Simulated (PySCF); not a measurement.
Gas-phase reaction: 2 InF + I₂ → 2 InI + 2 F

Energies from PySCF, thermal terms from the rigid-rotor harmonic-oscillator model, ideal gas at 1 bar. † marks an energy on the PBE0/def2-TZVP geometry and frequencies; other levels use their own. MP2 and CCSD(T) freeze the core. Open shells (unrestricted): F (multiplicity 2); the rest are closed-shell singlets. Spin-orbit splitting is ignored; it lowers the true energy and changes the entropy of F. I, In: scalar-relativistic def2 core potential, no spin-orbit coupling. MP2 isn't extrapolated to the basis-set limit. CCSD(T) isn't extrapolated to the basis-set limit.

| level | ΔH°(298 K), kJ |
|---|---|
| CCSD(T)/def2-SVP† | ? |
| CCSD(T)/def2-TZVPP† | 527 |
| HF/def2-TZVP† | 256 |
| MP2/def2-SVP† | 504 |
| PBE/def2-SVP | 572 |
| PBE/def2-TZVP† | ? |
| PBE0/def2-TZVP | ? |
| r2SCAN/def2-TZVP† | 553 |
| LDA/def2-TZVP† | ? |

Q: What belongs in the gaps?

A: 
- CCSD(T)/def2-SVP†, ΔH°(298 K), kJ: 462
- PBE/def2-TZVP†, ΔH°(298 K), kJ: 603
- PBE0/def2-TZVP, ΔH°(298 K), kJ: 531
- LDA/def2-TZVP†, ΔH°(298 K), kJ: 716
